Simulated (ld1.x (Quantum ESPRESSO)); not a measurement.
# Before and after: PAW potential for Co (Z = 27)

* Element: cobalt
* Generator: ld1.x (Quantum ESPRESSO) 7.5
* Type: PAW
* Functional: PBEsol
* Relativity: scalar-relativistic
* Frozen core: [Ar]
* Valence charge: 9
* Reference configuration: 3d7 4s1.5 4p0 (charge +0.5)
* Partial waves: 4s (bound): rcut 1.90, rcutus 2.20 bohr; 4s channel at 2.25 Ry: rcut 1.90, rcutus 2.20 bohr; 4p (bound, empty): rcut 1.60, rcutus 2.10 bohr; 4p channel at 1.15 Ry: rcut 1.60, rcutus 2.10 bohr; 3d (bound): rcut 1.30, rcutus 1.45 bohr; 3d channel at 1.25 Ry: rcut 1.30, rcutus 1.45 bohr
* Local potential: all-electron potential smoothed inside 1.45 bohr (lloc = -1)
* Core correction: Bessel-smoothed model core inside 1.00 bohr
* Augmentation charge: PSQ, inside the norm-conserving radii

Change: local potential all-electron potential smoothed inside 2.00 bohr (lloc = -1).

Cutoffs: the cutoffs (Ry, on a coarse ladder) from which the occupation-weighted sum of valence levels, in a spherical-Bessel basis at the reference potential, stays within 10 and 1 mRy of its value at 400 Ry; they do not see the model core or the augmentation charge, which bear on the density cutoff. Errors are all-electron minus pseudo energies relative to the spin-unpolarised reference configuration.

Predict the effect on cutoff, ghosts and configuration errors.

The potential gets neither clearly harder nor softer (50 Ry and 90 Ry → 50 Ry and 90 Ry); the errors of the 7 common tests hardly move; the range in which the p phases agree widens (upper end 1.9 → 3.5); neither file shows a bound ghost.

| quantity | base | changed |
| --- | --- | --- |
| cutoff, loose | 50 Ry | 50 Ry |
| cutoff, tight | 90 Ry | 90 Ry |
| bound ghosts | none | none |
| error for 3d7 4s2 4p0, meV [ΔE -3.61 eV] | +0.1 | +0.1 |
| error for 3d7 4s1 4p0, meV [ΔE 5.43 eV] | -0.9 | -1.0 |
| error for 3d7 4s0 4p0, meV [ΔE 22.13 eV] | -8.6 | -8.8 |
| error for 3d6 4s2 4p1, meV [ΔE 6.08 eV] | -146 | -155 |
| error for 3d7 4s1 4p1, meV [ΔE 0.77 eV] | -0.1 | -0.2 |
| error for 3d8 4s0 4p0, meV [ΔE 2.81 eV] | -101 | -102 |
| error for 3d6 4s0 4p0, meV [ΔE 57.97 eV] | -255 | -255 |
| s: phases at 2.39 bohr within 0.05 rad from the reference energy up to (Ry; the scan ends near 5) | to the end of the scan | 4.9 |
| p: phases at 2.39 bohr within 0.05 rad from the reference energy up to (Ry; the scan ends near 5) | 1.9 | 3.5 |
| d: phases at 2.39 bohr within 0.05 rad from the reference energy up to (Ry; the scan ends near 5) | to the end of the scan | to the end of the scan |
| lowest overlap eigenvalue by channel | s 0.44, p 0.63, d 0.42 | s 0.49, p 0.64, d 0.42 |
